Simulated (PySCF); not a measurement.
PySCF input for Al(I)(Me)(OMe) (C2H6AlIO), SMILES [Al]([CH3])([O]C)[I], TDA-PBE/def2-SVPD. Coordinates come from a B3LYP-D3(BJ)/def2-SVP optimisation. The structure was generated by enumeration; whether it is a known compound was not checked. The def2 effective core potentials stand for the cores of I; spin–orbit coupling is left out. The values are those of a single conformer.

```python
import numpy as np
from pyscf import gto, scf, dft, tdscf

mol = gto.M(
    atom='''
    Al    0.61638295   -1.09032113    0.00000000
    I    -0.14980191    1.28859113   -0.00000000
    C     2.49724683   -1.55862458   -0.00000000
    H     2.63687769   -2.65091994    0.00000000
    H     3.00282767   -1.14024875    0.88607999
    H     3.00282767   -1.14024876   -0.88607999
    O    -0.58528166   -2.28234427   -0.00000000
    C    -1.98143462   -2.38439185   -0.00000000
    H    -2.32554317   -2.93847415    0.89134576
    H    -2.47754383   -1.39593690    0.00000001
    H    -2.32554317   -2.93847415   -0.89134574
    ''',
    basis='def2-SVPD',
    ecp={'I': 'def2-svp'},
    charge=0,
    spin=0,
    symmetry=True,
    max_memory=1600,
    verbose=4,
)
mf = dft.RKS(mol, xc='pbe').density_fit(auxbasis='def2-universal-jkfit')
mf.grids.level = 3
mf.conv_tol = 1e-9
mf.max_cycle = 100
mf.kernel()
mf.grids = dft.Grids(mol).set(level=1).build(with_non0tab=True)  # coarser grid for the response kernel
td = tdscf.TDA(mf)
td.singlet = True
td.nstates = 10
td.conv_tol = 1e-4
td.positive_eig_threshold = 1e-6
td.kernel(x0=td.get_init_guess(mf, 15))
td.analyze()
tt = tdscf.TDA(mf)
tt.singlet = False
tt.nstates = 4
tt.conv_tol = 1e-4
tt.positive_eig_threshold = 1e-6
tt.kernel(x0=tt.get_init_guess(mf, 9))
tt.analyze(verbose=3)
```

Log of the run:

```
PySCF version 2.14.0

[INPUT] verbose = 4
[INPUT] num. atoms = 11
[INPUT] num. electrons = 64
[INPUT] charge = 0
[INPUT] spin (= nelec alpha-beta = 2S) = 0
[INPUT] symmetry True subgroup None
[INPUT] Mole.unit = angstrom
[INPUT] Symbol           X                Y                Z      unit          X                Y                Z       unit  Magmom
[INPUT]  1 Al     0.616382950000  -1.090321130000   0.000000000000 AA    1.164794963351  -2.060408323526   0.000000000000 Bohr   0.0
[INPUT]  2 I     -0.149801910000   1.288591130000   0.000000000000 AA   -0.283084582837   2.435084322244   0.000000000000 Bohr   0.0
[INPUT]  3 C      2.497246830000  -1.558624580000   0.000000000000 AA    4.719112574138  -2.945373587215   0.000000000000 Bohr   0.0
[INPUT]  4 H      2.636877690000  -2.650919940000   0.000000000000 AA    4.982976658076  -5.009512664748   0.000000000000 Bohr   0.0
[INPUT]  5 H      3.002827670000  -1.140248750000   0.886079990000 AA    5.674521895566  -2.154757851378   1.674448505557 Bohr   0.0
[INPUT]  6 H      3.002827670000  -1.140248760000  -0.886079990000 AA    5.674521895566  -2.154757870275  -1.674448505557 Bohr   0.0
[INPUT]  7 O     -0.585281660000  -2.282344270000   0.000000000000 AA   -1.106022043131  -4.313005592270   0.000000000000 Bohr   0.0
[INPUT]  8 C     -1.981434620000  -2.384391850000   0.000000000000 AA   -3.744368765532  -4.505847570145   0.000000000000 Bohr   0.0
[INPUT]  9 H     -2.325543170000  -2.938474150000   0.891345760000 AA   -4.394639682153  -5.552911367614   1.684399368692 Bohr   0.0
[INPUT] 10 H     -2.477543830000  -1.395936900000   0.000000010000 AA   -4.681879300306  -2.637938428174   0.000000018897 Bohr   0.0
[INPUT] 11 H     -2.325543170000  -2.938474150000  -0.891345740000 AA   -4.394639682153  -5.552911367614  -1.684399330898 Bohr   0.0

nuclear repulsion = 302.267561987301
point group symmetry = Cs
symmetry origin: [-8.21620105e-10 -3.90269544e-09  6.16215043e-10]
symmetry axis x: [ 1.00000000e+00 -2.16897395e-09 -6.56259765e-10]
symmetry axis y: [-2.16897395e-09 -1.00000000e+00  2.90962577e-10]
symmetry axis z: [6.56259766e-10 2.90962512e-10 1.00000000e+00]
num. orbitals of irrep A' = 113
num. orbitals of irrep A" = 57
number of shells = 72
number of NR pGTOs = 265
number of NR cGTOs = 170
basis = def2-SVPD
ecp = {'I': 'def2-svp'}


[settings echo left out]
init E= -663.522579423968
HOMO (A") = -0.58447652736079  LUMO (A') = -0.579344254318072  gap/eV = 0.13966
cycle= 1 E= -692.152254249079  delta_E= -28.6  |g|= 3.57  |ddm|= 12.5
HOMO (A') = -0.0413202152847986  LUMO (A') = -0.0390864809354645  gap/eV = 0.06078
cycle= 2 E= -683.32459539884  delta_E= 8.83  |g|= 4.41  |ddm|= 66.9
HOMO (A") = -0.179114433987583  LUMO (A') = -0.172553852600791  gap/eV = 0.17852
cycle= 3 E= -681.187072649445  delta_E= 2.14  |g|=  5.5  |ddm|= 66.8
HOMO (A') = -0.255428238584455  LUMO (A') = -0.157109886824115  gap/eV = 2.67538
cycle= 4 E= -694.260384088778  delta_E= -13.1  |g|= 1.07  |ddm|= 7.13
HOMO (A') = -0.17079550222892  LUMO (A') = -0.0657675302725593  gap/eV = 2.85796
cycle= 5 E= -694.425977267266  delta_E= -0.166  |g|= 1.22  |ddm|= 3.45
HOMO (A') = -0.21459665248829  LUMO (A') = -0.0451791377450646  gap/eV = 4.61009
cycle= 6 E= -694.729145585613  delta_E= -0.303  |g|=  0.4  |ddm|= 1.98
HOMO (A') = -0.227303114937113  LUMO (A') = -0.051118244222863  gap/eV = 4.79423
cycle= 7 E= -694.763992662536  delta_E= -0.0348  |g|= 0.0583  |ddm|= 0.583
HOMO (A') = -0.240877498277915  LUMO (A') = -0.0533590343221633  gap/eV = 5.10264
cycle= 8 E= -694.764714759114  delta_E= -0.000722  |g|= 0.0332  |ddm|= 0.165
HOMO (A') = -0.237796758083776  LUMO (A') = -0.0537098127667051  gap/eV = 5.00926
cycle= 9 E= -694.765072446271  delta_E= -0.000358  |g|= 0.011  |ddm|= 0.075
HOMO (A') = -0.237195500620392  LUMO (A') = -0.0527270504217441  gap/eV = 5.01964
cycle= 10 E= -694.765114833317  delta_E= -4.24e-05  |g|= 0.00333  |ddm|= 0.0254
HOMO (A') = -0.236922983382793  LUMO (A') = -0.0528041899004563  gap/eV = 5.01013
cycle= 11 E= -694.765118507235  delta_E= -3.67e-06  |g|= 0.000806  |ddm|= 0.00638
HOMO (A') = -0.236904537377647  LUMO (A') = -0.0527967535104068  gap/eV = 5.00983
cycle= 12 E= -694.765118685086  delta_E= -1.78e-07  |g|= 0.000126  |ddm|= 0.00132
HOMO (A') = -0.236912749273384  LUMO (A') = -0.05279702038289  gap/eV = 5.01004
cycle= 13 E= -694.765118688257  delta_E= -3.17e-09  |g|= 7.44e-05  |ddm|= 0.000283
HOMO (A') = -0.236913988826213  LUMO (A') = -0.0527983485428933  gap/eV = 5.01004
cycle= 14 E= -694.765118689852  delta_E= -1.59e-09  |g|= 7.25e-06  |ddm|= 9.18e-05
HOMO (A') = -0.236913877032277  LUMO (A') = -0.0527982167670373  gap/eV = 5.01004
cycle= 15 E= -694.765118689856  delta_E= -4.09e-12  |g|= 5.52e-06  |ddm|= 2.53e-05
HOMO (A') = -0.236913470582644  LUMO (A') = -0.0527981670110407  gap/eV = 5.01003
Extra cycle  E= -694.765118689834  delta_E= 2.14e-11  |g|= 1.17e-05  |ddm|= 2.6e-05
converged SCF energy = -694.765118689834
tot grids = 44752
Overwritten attributes  positive_eig_threshold  of <class 'pyscf.tdscf.rks.TDA'>


******** <class 'pyscf.tdscf.rks.TDA'> for <class 'pyscf.df.df_jk.DFSymAdaptedRKS'> ********
nstates = 10 singlet
deg_eia_thresh = 1.000e-03
wfnsym = None
conv_tol = 0.0001
eigh lindep = 1e-12
eigh level_shift = 0
eigh max_cycle = 100


Excitation energies (eV)
[5.10146649 5.12635529 5.17627265 5.42555201 5.53315939 5.66072484
 5.68910783 6.03946311 6.25437047 6.49247988]

** Singlet excitation energies and oscillator strengths **
Excited State   1:   A"      5.10147 eV    243.04 nm  f=0.0000
      32 -> 34        0.70433
Excited State   2:   A'      5.12636 eV    241.86 nm  f=0.0314
      31 -> 34       -0.10612
      32 -> 33       -0.69459
Excited State   3:   A"      5.17627 eV    239.52 nm  f=0.0185
      31 -> 33       -0.70229
Excited State   4:   A'      5.42555 eV    228.52 nm  f=0.0128
      30 -> 33        0.47138
      31 -> 34        0.51117
Excited State   5:   A"      5.53316 eV    224.07 nm  f=0.0003
      30 -> 34        0.70002
Excited State   6:   A"      5.66072 eV    219.03 nm  f=0.0379
      29 -> 33       -0.69503
Excited State   7:   A'      5.68911 eV    217.93 nm  f=0.1011
      28 -> 33        0.18556
      29 -> 34       -0.19161
      30 -> 33        0.47440
      31 -> 34       -0.40713
      32 -> 37       -0.11205
Excited State   8:   A'      6.03946 eV    205.29 nm  f=0.0703
      28 -> 33        0.16475
      29 -> 34       -0.62512
      30 -> 33       -0.15726
      30 -> 35       -0.11265
      31 -> 34        0.14234
Excited State   9:   A"      6.25437 eV    198.24 nm  f=0.0015
      28 -> 34       -0.70184
Excited State  10:   A'      6.49248 eV    190.97 nm  f=0.1548
      28 -> 33        0.59294
      28 -> 35        0.11490
      29 -> 34        0.16626
      32 -> 35        0.21052
      32 -> 37        0.17704

** Transition electric dipole moments (AU) **
state          X           Y           Z        Dip. S.      Osc.
  1         0.0000     -0.0000     -0.0031      0.0000      0.0000
  2        -0.4793     -0.1423      0.0000      0.2500      0.0314
  3         0.0000      0.0000     -0.3824      0.1462      0.0185
  4        -0.2775     -0.1377      0.0000      0.0959      0.0128
  5         0.0000      0.0000     -0.0446      0.0020      0.0003
  6        -0.0000     -0.0000     -0.5224      0.2730      0.0379
  7        -0.1144      0.8440     -0.0000      0.7255      0.1011
  8        -0.4069     -0.5566      0.0000      0.4754      0.0703
  9        -0.0000      0.0000      0.1002      0.0100      0.0015
 10         0.8271     -0.5379     -0.0000      0.9734      0.1548

WARN: ECP detected. Skipping calculation of transition velocity and magnetic dipole moments, which have not yet been implemented.



******** <class 'pyscf.tdscf.rks.TDA'> for <class 'pyscf.df.df_jk.DFSymAdaptedRKS'> ********
nstates = 4 triplet
deg_eia_thresh = 1.000e-03
wfnsym = None
conv_tol = 0.0001
eigh lindep = 1e-12
eigh level_shift = 0
eigh max_cycle = 100


Excitation energies (eV)
[4.90035683 4.94371309 4.97666498 4.99483728]

** Triplet excitation energies and oscillator strengths **
Excited State   1:   A'      4.90036 eV    253.01 nm  f=0.0000
Excited State   2:   A'      4.94371 eV    250.79 nm  f=0.0000
Excited State   3:   A"      4.97666 eV    249.13 nm  f=0.0000
Excited State   4:   A"      4.99484 eV    248.22 nm  f=0.0000
```

The run converged.
